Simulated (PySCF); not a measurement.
C4H8ClF. Atoms are numbered in the order given.

```xyz
14

C     -0.4171     1.9316    -0.6315
C     -0.1519     0.4784    -0.9969
C     -1.4311    -0.3272    -1.1758
C      0.8000    -0.1773    -0.0127
F      1.1115    -1.4296    -0.4236
Cl     0.1060    -0.2791     1.6379
H     -0.9634     1.9996     0.3214
H      0.5173     2.5054    -0.5283
H     -1.0246     2.4167    -1.4093
H      0.4105     0.4538    -1.9491
H     -2.0482     0.1068    -1.9760
H     -2.0228    -0.3287    -0.2479
H     -1.2072    -1.3703    -1.4400
H      1.7341     0.3951     0.0973
```
Charge 0, spin multiplicity 1.

Geometry: PBE0-D3(BJ)/def2-SVP. The values are those of a single conformer.

All values below come from PBE0-D3(BJ)/def2-SVP (PySCF 2.14.0).

Frequencies are harmonic and unscaled.

Computed vibrational spectrum:
| mode | ν (cm⁻¹) | IR (km/mol) | moving atoms (share of kinetic energy) |
|---|---|---|---|
| 1 | 100 | 0.4 | C 38 %, H 27 %, F 19 %, Cl 16 % |
| 2 | 214 | 0.4 | Cl 35 %, H 30 %, C 27 %, F 8 % |
| 3 | 228 | 0.6 | H 83 %, C 10 % |
| 4 | 250 | 0.6 | H 84 %, C 10 % |
| 5 | 260 | 3.0 | C 45 %, H 33 %, F 19 % |
| 6 | 343 | 0.7 | C 41 %, H 29 %, F 20 %, Cl 10 % |
| 7 | 392 | 1.2 | F 40 %, Cl 25 %, C 21 %, H 14 % |
| 8 | 503 | 1.9 | C 49 %, H 27 %, F 22 % |
| 9 | 561 | 11.2 | C 49 %, H 21 %, Cl 16 %, F 14 % |
| 10 | 753 | 51.8 | C 71 %, H 18 %, Cl 8 % |
| 11 | 854 | 36.8 | C 63 %, H 35 % |
| 12 | 931 | 1.7 | H 86 %, C 14 % |
| 13 | 966 | 9.7 | H 66 %, C 32 % |
| 14 | 987 | 17.0 | H 52 %, C 47 % |
| 15 | 1096 | 1.9 | H 67 %, C 31 % |
| 16 | 1145 | 119.4 | C 56 %, F 28 %, H 16 % |
| 17 | 1168 | 18.9 | C 55 %, H 41 % |
| 18 | 1214 | 2.4 | H 56 %, C 44 % |
| 19 | 1290 | 28.1 | H 75 %, C 24 % |
| 20 | 1318 | 1.4 | H 76 %, C 23 % |
| 21 | 1355 | 4.4 | H 77 %, C 23 % |
| 22 | 1383 | 19.0 | H 63 %, C 36 % |
| 23 | 1399 | 3.5 | H 66 %, C 34 % |
| 24 | 1405 | 15.8 | H 72 %, C 27 % |
| 25 | 1458 | 1.2 | H 96 % |
| 26 | 1462 | 1.1 | H 96 % |
| 27 | 1473 | 10.7 | H 96 % |
| 28 | 1489 | 16.5 | H 91 %, C 9 % |
| 29 | 3048 | 12.4 | H 92 % |
| 30 | 3058 | 15.8 | H 97 % |
| 31 | 3066 | 11.9 | H 97 % |
| 32 | 3117 | 20.1 | H 92 %, C 8 % |
| 33 | 3151 | 16.9 | H 91 %, C 9 % |
| 34 | 3162 | 2.3 | H 90 %, C 10 % |
| 35 | 3164 | 18.5 | H 91 %, C 9 % |
| 36 | 3172 | 7.9 | H 90 %, C 10 % |
